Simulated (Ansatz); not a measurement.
ZrFCl3 (ZrCl3F). The state is a singlet with charge 0. Geometry relaxed at PBE0-D4/def2-SVP.

Cartesian coordinates in Å:
```
Zr -0.0213 -0.0083 -0.0811
F -0.4974 -0.1940 -1.8908
Cl -1.9224 -0.2454 1.2406
Cl 0.9099 2.0981 0.2551
Cl 1.5312 -1.6503 0.4762
```

In the def2 sets Zr takes a core potential; there is no spin–orbit coupling.

Estimate the harmonic wavenumbers at RKS PBE0-D4/def2-SVP (Ansatz, unscaled). Is this a minimum?

98, 98, 106, 141, 141, 391, 433, 433, 711 cm⁻¹. Yes, no mode is imaginary beyond noise. Zero-point energy 15.3 kJ/mol. It took 32 s on 4 threads of Arm Neoverse V2 on a shared host.
